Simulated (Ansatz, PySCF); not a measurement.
Pair of molecules: NH3 (SMILES N) (first 4 atoms) with C3H8 (SMILES CCC); geometry from B3LYP-D3(BJ)/def2-TZVP, rigid monomers moved along the line of their centres of mass till H2···H11 is 2.12 Å.
(charge 0, multiplicity 1):
```json
[
 {"atom": "N", "x (Å)": "0.2960", "y (Å)": "0.1290", "z (Å)": "0.4838"},
 {"atom": "H", "x (Å)": "0.1338", "y (Å)": "0.8239", "z (Å)": "1.2036"},
 {"atom": "H", "x (Å)": "0.9649", "y (Å)": "0.5202", "z (Å)": "-0.1696"},
 {"atom": "H", "x (Å)": "-0.5775", "y (Å)": "0.0029", "z (Å)": "-0.0148"},
 {"atom": "C", "x (Å)": "1.2806", "y (Å)": "0.0896", "z (Å)": "3.8692"},
 {"atom": "C", "x (Å)": "-0.2022", "y (Å)": "0.4517", "z (Å)": "3.9007"},
 {"atom": "C", "x (Å)": "-1.1023", "y (Å)": "-0.7290", "z (Å)": "3.5450"},
 {"atom": "H", "x (Å)": "1.9093", "y (Å)": "0.9478", "z (Å)": "4.1161"},
 {"atom": "H", "x (Å)": "1.5016", "y (Å)": "-0.7021", "z (Å)": "4.5895"},
 {"atom": "H", "x (Å)": "1.5695", "y (Å)": "-0.2727", "z (Å)": "2.8804"},
 {"atom": "H", "x (Å)": "-0.3924", "y (Å)": "1.2781", "z (Å)": "3.2069"},
 {"atom": "H", "x (Å)": "-0.4675", "y (Å)": "0.8315", "z (Å)": "4.8920"},
 {"atom": "H", "x (Å)": "-2.1578", "y (Å)": "-0.4491", "z (Å)": "3.5612"},
 {"atom": "H", "x (Å)": "-0.8642", "y (Å)": "-1.1100", "z (Å)": "2.5497"},
 {"atom": "H", "x (Å)": "-0.9652", "y (Å)": "-1.5488", "z (Å)": "4.2547"}
]
```

Monomers are frozen at their geometry in the pair; levels with a basis set take the counterpoise correction. Rows marked so take none.

Rows in 3-21G, 6-311+G** carry no dispersion term and start afresh at each structure.

Run with Ansatz (a program for electronic structure); PySCF for 3-21G rows, 6-311+G** rows, the dispersion terms. Each number belongs to the level named beside it.

Task: One of these levels gives -40.4 meV for the interaction energy. Which one is it?
A) PBE0/def2-TZVPPD
B) B3LYP/3-21G (no counterpoise)
C) B3LYP-D3(BJ)/def2-TZVPPD
D) B3LYP/6-311+G** (no counterpoise)

Result: C, B3LYP-D3(BJ)/def2-TZVPPD. The others give -136.3 (B3LYP/3-21G (no counterpoise)), 33.3 (B3LYP/6-311+G** (no counterpoise)), 7.3 (PBE0/def2-TZVPPD)
